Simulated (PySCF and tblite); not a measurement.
Results of a calculation; reference values are marked as such.
# Dynamics report: rotation

System: CH₇B₂NS, numbered as in [BH2:1][S:2][BH:3][NH:4][CH3:5].

Motion: rotation about the B3–S2 bond (torsion N4–B3–S2–B1 from 180° to 333°, rising). Level: revPBE/pcSseg-1 + D3(BJ), IEF-PCM acetone on GFN2-xTB stationary points, with GFN2-xTB thermal terms. Rate constants are transition-state-theory values, counting equivalent paths, without tunnelling. Run with tblite and PySCF.

```csv
point,symmetry,E(GFN2) kcal/mol,E(DFT) kcal/mol,ZPE change kcal/mol,lowest mode cm⁻¹,dipole D
start,Cs,0.0,0.0,0.00,63,4.33
saddle,C1,2.2,3.1,-0.14,75i,4.39
end,C1,0.9,1.4,0.02,65,4.11
```

```json
{
  "Electronic barrier": "3.1 kcal/mol",
  "Barrier with zero-point energy": "3.0 kcal/mol",
  "ΔH‡ (298 K)": "2.5 kcal/mol",
  "ΔS‡ (298 K, symmetry apart)": "-3.1 cal/(mol K)",
  "Paths": "2 equivalent paths",
  "End point": "a different minimum",
  "Mean lifetime of the start against this motion at 298 K": "25 ps",
  "Cost": "30 s on 1 thread of Intel Xeon Platinum 8559C, shared host (rough), peak memory 0.64 GiB, launched as `OMP_NUM_THREADS=1 python ens_run.py task.json out`"
}
```

```tsv
T/K	ΔG‡ kcal/mol	k s⁻¹	ΔG kcal/mol	k back s⁻¹
200	3.2	2.8×10⁹	1.4	5.2×10¹⁰
250	3.3	1.4×10¹⁰	1.4	1.3×10¹¹
298	3.4	4×10¹⁰	1.4	2.3×10¹¹
350	3.5	9.2×10¹⁰	1.4	3.7×10¹¹
400	3.6	1.7×10¹¹	1.4	5.2×10¹¹
```

ΔG and ΔG‡ leave out symmetry numbers and mirror images; rates count paths: 2 out, 1 back.
